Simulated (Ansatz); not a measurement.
One change: `N[SiH2]CS` becomes `N[SiH2]C[TeH]`.

Ansatz, PBE0-D4/def2-TZVP geometries, multiplicity 1. Each molecule was computed in one conformer, which needn't be the lowest.

Elements past krypton have def2 core potentials.  Spin–orbit coupling is left out; it splits and shifts lone-pair levels of the heavy atoms by tenths of an eV.

```csv
property,`N[SiH2]CS`
size of the dipole moment (B3LYP/def2-TZVPP) / D,2.29
LUMO energy (PBE0/def2-TZVPP) / eV,0.35
HOMO energy (B3LYP/def2-TZVPP) / eV,-6.31
size of the dipole moment (PBE/def2-TZVPP) / D,2.29
HOMO–LUMO gap (ωB97M-V/def2-TZVPP) / eV,10.63
HOMO–LUMO gap (B3LYP/def2-TZVPP) / eV,6.37
```

Question: What does the change do to each property? (Estimate.)

Answer: Computed: 
```tsv
property	`N[SiH2]C[TeH]`	shift
size of the dipole moment (B3LYP/def2-TZVPP) / D	2.33	0.04
LUMO energy (PBE0/def2-TZVPP) / eV	-0.58	-0.93
HOMO energy (B3LYP/def2-TZVPP) / eV	-5.82	0.49
size of the dipole moment (PBE/def2-TZVPP) / D	2.38	0.09
HOMO–LUMO gap (ωB97M-V/def2-TZVPP) / eV	9.33	-1.30
HOMO–LUMO gap (B3LYP/def2-TZVPP) / eV	5.02	-1.35
```

With PBE0 the HOMO rises by 0.50 eV and the LUMO falls by 0.93 eV, so the gap narrows by about 1.43 eV. PBE moves the HOMO by 0.32 eV and ωB97M-V by 0.61 eV. Dipoles are sizes alone; their direction can turn.

Positive LUMOs are unbound, so they and the gaps depend on the basis.

B3LYP here is the variant with VWN-RPA as its local correlation; programs differ in this.
